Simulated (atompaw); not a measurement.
**Building the PAW (atompaw) potential for ruthenium (Ru) (PBE, scalar-relativistic).**

atompaw 4.2.0.5 input, output lines left out:

```
Ru 44
GGA-PBE scalarrelativistic loggrid 1500 logderivrange -10 5 376
5 5 4 0 0 0
5 0 0
5 1 0
4 2 5
0 0 0
c
c
c
v
v
c
c
v
v
c
v
2
1.80 1.42 1.75 1.65
n
n
y
-0.45
n
custom polynom2 7 10 vanderbiltortho sinc
bessel
1.35
1.80
1.80
1.80
1.80
1.80
```

Poles of the logarithmic derivatives, all-electron (AE) and pseudo (PS). s: poles at -7.7 (AE) and -7.7 (PS) Ry. p: poles at -5.2 (AE) and -5.2 (PS) Ry. d: poles at -1.1 (AE) and -1.1 (PS) Ry. Test radius 1.80 bohr.

* Cutoffs needed: 25 Ry and 140 Ry (the cutoffs (Ry, on a coarse ladder) from which the occupation-weighted sum of valence levels, in a spherical-Bessel basis at the reference potential, stays within 10 and 1 mRy of its value at 400 Ry)
* Ghost test: no extra level below or beside the all-electron valence levels (s, p, d, f tested) (spherical-Bessel basis up to 400 Ry, 20 bohr box)
* Lowest eigenvalue of the overlap operator: 0.66 (s channel)
* Overlap eigenvalues printed by atompaw (projector basis): 0.479, 0.609, 1.85, 7.29, 22, 59.7
* Share of each valence orbital outside the PAW sphere: 4s 2 %, 5s 84 %, 4p 6 %, 5p 91 %, 4d 23 %
